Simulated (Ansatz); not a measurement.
Consider the atomization: `CS[Si]SC` → 2 C• + 6 H• + 2 S• + Si•.

Gas-phase electronic energies from Ansatz, PBE0-D4/def2-TZVP geometries. CCSD(T)/CBS adds triple-zeta CCSD(T) − MP2 to the extrapolated MP2 energy (def2 sets, frozen cores). This one scheme is used for every species, atoms too. Functionals use def2-TZVPP. B3LYP here is the variant with VWN-RPA as its local correlation; programs differ in this. HSE06 is defined as in plane-wave codes. No spin–orbit coupling; open shells (•) take unrestricted orbitals. Spin–orbit coupling would lower the free atoms: a little for C, S, Si. One conformer a species, not always the lowest.

| level | ΔE (kJ/mol) | difference from CCSD(T)/CBS |
| --- | --- | --- |
| LDA (SPW92) | 4439.9 | 567.7 |
| PBE-D4 | 3963.8 | 91.6 |
| r2SCAN-D4 | 3893.4 | 21.2 |
| B97M-V | 3912.2 | 40.0 |
| PBE0-D4 | 3897.0 | 24.8 |
| ωB97X-V | 3885.4 | 13.2 |
| B3LYP | 3817.4 | -54.8 |
| HSE06 | 3873.2 | 1.0 |
| MP2/def2-TZVPP | 3803.7 | -68.5 |
| SCS-MP2/def2-TZVPP | 3785.9 | -86.3 |
| CCSD(T)/CBS | 3872.2 | 0 |

Largest T1 diagnostic among the species: 0.015.

The D4 term adds +54.5 kJ/mol with B3LYP and +28.8 kJ/mol with PBE0; it sums over pairs of atoms, weighted by their polarisabilities, and B3LYP, whose exchange is more repulsive, gets the larger term. In def2-TZVPP, CCSD(T) changes the Hartree–Fock value by +974.5 kJ/mol (the triples alone add +70.6 kJ/mol) and MP2 by +1020.4 kJ/mol; breaking electron pairs costs correlation energy, which Hartree–Fock lacks.

For atomizations the MP2-based limit and the directly extrapolated one differ by several kJ/mol either way, and by 10 to 25 for some Ge, Se and Sn compounds, so smaller differences from it don't rank the levels.
